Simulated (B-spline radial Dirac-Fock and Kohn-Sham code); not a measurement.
# Photoemission from Sn⁴⁺ at 2140 eV, detector at θ = 30°, φ = 0°

System: the Sn⁴⁺ ion, 1s2 2s2 2p6 3s2 3p6 3d10 4s2 4p6 4d10. Model: Dirac-Hartree-Slater photoionisation with a Latter tail; cross sections with all multipoles, angular parameters from the dipole term and its interference with E2. Program: a radial B-spline solver. Thresholds are orbital energies of the model. For linearly polarised light dσ/dΩ = σ/(4π) [1 + β P₂(cos θ) + (δ + γ cos²θ) sin θ cos φ], with θ from the polarisation vector and φ the angle between the beam and the projection of the electron momentum on the plane normal to the polarisation. The dipole factor is 1 + βP₂ and the non-dipole term is the rest of the bracket. Open shells are filled statistically over j.

```tsv
subshell	threshold (eV)	σ (kb)	β	γ	δ	dipole factor	non-dipole term	dσ/dΩ (kb/sr)
3s	913.6	25.0	1.99	0.09	0.000	2.244	+0.033	4.53
3p1/2	798.0	33.2	1.61	-0.01	0.002	2.004	-0.002	5.29
3p3/2	754.7	64.9	1.64	-0.01	0.005	2.025	0.000	10.5
3d3/2	547.9	47.7	1.24	0.42	0.072	1.773	+0.194	7.47
3d5/2	538.8	68.4	1.21	0.43	0.073	1.756	+0.198	10.6
4s	187.0	5.69	1.99	-0.05	0.000	2.244	-0.018	1.01
4p1/2	147.8	6.16	1.66	0.06	0.000	2.039	+0.024	1.01
4p3/2	139.8	11.8	1.70	0.07	0.004	2.061	+0.029	1.96
4d3/2	77.08	5.70	1.26	0.49	0.064	1.790	+0.216	0.910
4d5/2	75.90	8.12	1.23	0.49	0.066	1.766	+0.218	1.28
```

Values without a named source are computed, but for edge energies of neutral atoms, which are taken from tables.
